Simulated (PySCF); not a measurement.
An unknown gives this computed stick spectrum. Level of theory: PySCF 2.14.0, density-fitted response routines, TDDFT PBE0/def2-SVPD, vertical, gas phase, core orbitals frozen in the response. Geometries: GFN2-xTB, one conformer each.

| state | E (eV) | λ (nm) | f |
| --- | --- | --- | --- |
| S1 | 4.21 | 294.5 | 0.0032 |
| S2 | 5.27 | 235.3 | 0.320 |
| S3 | 5.81 | 213.5 | 0.0001 |
| S4 | 6.52 | 190.1 | 0.251 |
| S5 | 6.74 | 184.0 | 0.019 |
| S6 | 7.07 | 175.5 | 0.020 |

Problem. Which candidate is it?
A. `C(CF)C/C=C/C#N`
B. `C=N/C(Cl)=C/C(F)(F)F`
C. `C[C@H]1CCN=C1C(F)F`

Solution. B. Its S1, at 4.21 eV, is the lowest among the candidates; the nearest of the others has S1 at 5.20 eV. S1 is HOMO-1→LUMO (90%), HOMO→LUMO (9%). Löwdin shares by element: HOMO carbon 50% or more, chlorine 18%, nitrogen 10% (atoms not listed hold the other 21%); LUMO carbon 62% or more, nitrogen 16% (atoms not listed hold the other 22%). At the same level the other candidates give, for their lowest levels:
- `N#C/C=C/CCCF`: 6.18 eV (f 0.527); 6.41 eV (f 0.003); 6.97 eV (f 0.003); 7.28 eV (f 0.011); 7.54 eV (f 0.003); T1 3.70 eV; HOMO -8.03, LUMO -1.45 eV
- `C[C@H]1CCN=C1C(F)F`: 5.20 eV (f 0.001); 6.95 eV (f 0.186); 7.23 eV (f 0.001); 7.37 eV (f 0.016); 7.64 eV (f 0.004); T1 4.35 eV; HOMO -7.85, LUMO -0.68 eV

Shape of the structure used: `[CH2:1]=[N:2]/[C:3]([Cl:4])=[CH:5]/[C:6]([F:7])([F:8])[F:9]`: C1–N2–C3–Cl4 6°, C3–C5–C6–F7 -60°.
Triplets come from the Tamm–Dancoff approximation.
